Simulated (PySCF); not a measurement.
A PySCF script (with the pyscf-properties extension) for the NMR shieldings of SMILES S=C(N)c1ccncc1, C$_{6}$H$_{6}$N$_{2}$S, on a PBE0-D3(BJ)/def2-TZVP geometry:

```python
import basis_set_exchange as bse
import numpy as np
from pyscf import gto, dft
from pyscf.prop import nmr

atoms = """
N    -2.320011   -0.954420   -0.177333
C    -1.658946    0.156494   -0.530605
S    -2.368665    1.391268   -1.351750
C    -0.224116    0.174147   -0.152207
C     0.404255    1.366851    0.182932
C     1.741919    1.337963    0.537773
N     2.479516    0.231123    0.560606
C     1.879517   -0.902605    0.221850
C     0.541090   -0.988538   -0.130559
H    -3.299208   -1.016167   -0.398292
H    -1.915227   -1.627465    0.450679
H    -0.155249    2.293203    0.158909
H     2.249291    2.256827    0.816733
H     2.498478   -1.795498    0.226751
H     0.123377   -1.944362   -0.424766
"""
names = dict.fromkeys(["N", "C", "S", "H"], "pcSseg-2")
basis = {el: gto.basis.parse(bse.get_basis(n, elements=[el], fmt="nwchem")) for el, n in names.items()}
mol = gto.M(atom=atoms, basis=basis, charge=0, verbose=0)
mf = dft.RKS(mol, xc="HYB_GGA_XC_B97_2")
mf.grids.level = 2
mf.grids.alignment = dft.numint.BLKSIZE   # the property module wants whole blocks of grid points
mf.conv_tol = 1e-9
mf.kernel()

calc = nmr.RKS(mf)   # GIAO
C = mf.mo_coeff
Co = C[:, mf.mo_occ > 0]
resp = mf.gen_response(singlet=True, hermi=2)
def vind(x):   # induced exchange potential for any number of trial vectors
    d = np.einsum("pi,xij,qj->xpq", C, 2 * x.reshape(-1, C.shape[1], Co.shape[1]), Co, optimize=True)
    return np.einsum("xpq,pi,qj->xij", resp(d - d.transpose(0, 2, 1)), C, Co, optimize=True).ravel()
mo1, _ = nmr.rhf.solve_mo1(calc, with_cphf=vind)
sigma = calc.kernel(mo1)
for i, s in enumerate(sigma):   # ppm
    print("%2d %-2s %9.2f" % (i, mol.atom_pure_symbol(i), np.trace(s) / 3))
```

Problem. Give the expected output.

Solution. 
```
 0 N     121.02
 1 C     -25.72
 2 S     132.24
 3 C      32.98
 4 C      54.06
 5 C      26.30
 6 N    -103.30
 7 C      27.34
 8 C      64.97
 9 H      24.58
10 H      24.91
11 H      23.35
12 H      22.62
13 H      22.68
14 H      24.36
```

These numbers come from an equivalent density-fitted implementation of the same equations, which agrees with the script to about 0.01 ppm for H and up to a few tenths of a ppm for heavy atoms, so last digits may differ.

Problem. Turn these shieldings into chemical shifts. References, each an isolated molecule treated in the same way: $^{15}$N (σ = 261.75 ppm) against NH3; $^{13}$C (σ = 185.38 ppm) and $^{1}$H (σ = 31.64 ppm) against TMS; $^{33}$S (σ = 517.10 ppm) against CS2.

Solution. Averaging equivalent atoms: N 6: 365.1; N 0: 140.7; C 1: 211.1; C 5/7: 158.6; C 3: 152.4; C 4/8: 125.9; S 2: 385; H 12/13: 8.99; H 11/14: 7.78; H 9: 7.05; H 10: 6.73 ppm. Experimental scales use liquid or dissolved standards, which lie at an offset from isolated NH3 (liquid NH3: subtract about 20 ppm). Unscaled 15N shifts of sp2 nitrogen come out 20 to 40 ppm too high even then.

Size and cost of the density-fitted run: 415 basis functions, 2.6 min wall time (5.3 min CPU) on 2 threads of an Intel Xeon, shared host; peak memory 2.9 GiB.
